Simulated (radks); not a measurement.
Species: Co3+. Configuration: [Ar] 3d6 (the NIST ground configuration).

All-electron calculation, Dirac Kohn-Sham, PBE, spin-unpolarised, spherical densities, point nucleus; open shells fill j = l - 1/2 first. Program: a radial shooting solver on a logarithmic mesh with Libxc functionals.

Energy parts (eV):
total: -37848.998
kinetic: 38420.705
electron-nucleus: -89839.313
Hartree: 15157.137
exchange-correlation: -1587.527

Orbitals (lengths in bohr, moments of r in powers of bohr; <r^-3> diverges for s and p1/2; r(90%) holds 90 % of the orbital's charge):
1s1/2: occ. 2; eigenvalue (eV) -7630.435; r(90%) 0.100; small-component weight 9.45e-03
2s1/2: occ. 2; eigenvalue (eV) -937.9215; r(90%) 0.396; small-component weight 1.75e-03
2p1/2: occ. 2; eigenvalue (eV) -818.7869; r(90%) 0.365; small-component weight 1.74e-03
2p3/2: occ. 4; eigenvalue (eV) -803.9650; r(90%) 0.370; <r^-3> 535.0; small-component weight 1.71e-03
3s1/2: occ. 2; eigenvalue (eV) -140.6754; r(90%) 1.15; small-component weight 3.89e-04
3p1/2: occ. 2; eigenvalue (eV) -104.9706; r(90%) 1.23; small-component weight 3.48e-04
3p3/2: occ. 4; eigenvalue (eV) -103.0778; r(90%) 1.24; <r^-3> 68.82; small-component weight 3.42e-04
3d3/2: occ. 4; eigenvalue (eV) -45.2580; r(90%) 1.58; <r^-3> 6.790; small-component weight 2.41e-04
3d5/2: occ. 2; eigenvalue (eV) -45.0373; r(90%) 1.59; <r^-3> 6.664; small-component weight 2.39e-04

The highest occupied level is 3d5/2 at -45.037 eV. Summed over all electrons, <r^2> = 13.17 bohr^2, which gives a Langevin (diamagnetic) susceptibility term of -10.4 x 10^-6 cm^3/mol. For comparison, the ionisation energy in NIST's Atomic Spectra Database is 51.3 eV (semi-empirical). In exact Kohn-Sham theory the highest level is minus the ionisation energy, but local and semilocal functionals leave it too shallow, through self-interaction and a potential that decays too fast; potentials with the right tail come closer.

Beside tabulated values, note that spin-unpolarised runs miss the spin-polarisation part of the exchange energy of open shells.
